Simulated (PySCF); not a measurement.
# Germanium: a sound run and one with changed settings

Sound run: Ge [Ar] 3d10 4s2 4p2, Ge⁺ [Ar] 3d10 4s2 4p1. Computed with PySCF 2.14 in x2c-SVPall (5s4p3d, 32 functions), with the spin-free X2C one-electron Hamiltonian (Gaussian nucleus). The sound run starts from symmetry-adapted Hartree-Fock orbitals and uses a fine grid where one is needed.

A second run was set up differently.

```csv
species,method,sound run (hartree),changed run (hartree),converged
Ge,UHF,-2096.68569,-2096.68569,yes
Ge,PBE,-2098.06120,-2097.46407,yes
Ge,PBE0,-2098.09103,-2097.57581,yes
Ge⁺,UHF,-2096.41326,-2096.41326,yes
Ge⁺,PBE,-2097.77185,-2097.08552,yes
Ge⁺,PBE0,-2097.79999,-2097.21247,yes
```

Ionisation energy of Ge:

| method | sound run (eV) | changed run (eV) |
| --- | --- | --- |
| UHF | 7.413 | 7.413 |
| PBE | 7.874 | 10.301 |
| PBE0 | 7.919 | 9.887 |

Task: What was changed?
A. radial grid too coarse
B. level shift left on
C. basis contracted for another Hamiltonian
D. a valence shell is frozen

Result: A. It used radial step 1.2 in ln r (0.13 in the sound run). A coarse radial grid mis-integrates the density and the exchange-correlation energy, with errors of either sign; Hartree-Fock needs no grid.
